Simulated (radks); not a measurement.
Charge is removed step by step from the 5p (averaged over the sub-levels emptied) level of neutral europium, starting from [Xe] 4f7 6s2. All-electron calculation, Dirac Kohn-Sham, BLYP, spin-unpolarised, spherical densities, finite nucleus; open shells are shared between the two j in proportion to 2j + 1; Fermi nuclear charge, rms radius 5.1115 fm. Program: a radial shooting solver on a logarithmic mesh with Libxc functionals.

removed (e),E - E(0) (eV),eigenvalue (eV),E minus straight line (eV)
0,0.000,-23.666,0.000
0.125,3.033,-24.866,-0.559
0.25,6.218,-26.101,-0.965
0.375,9.559,-27.367,-1.215
0.5,13.061,-28.662,-1.305
0.625,16.726,-29.982,-1.231
0.75,20.557,-31.325,-0.991
0.875,24.558,-32.691,-0.581
1,28.731,-34.077,0.000

Removing the whole electron costs 28.731 eV by Delta-SCF, against 23.666 eV from minus the eigenvalue at the starting occupation. Slater's transition state (half an electron removed) gives 28.662 eV. Integrating minus the eigenvalue over the occupation (Janak's theorem) gives 28.731 eV. The mean slope of the eigenvalue, de/dn, is 10.4 eV per electron.
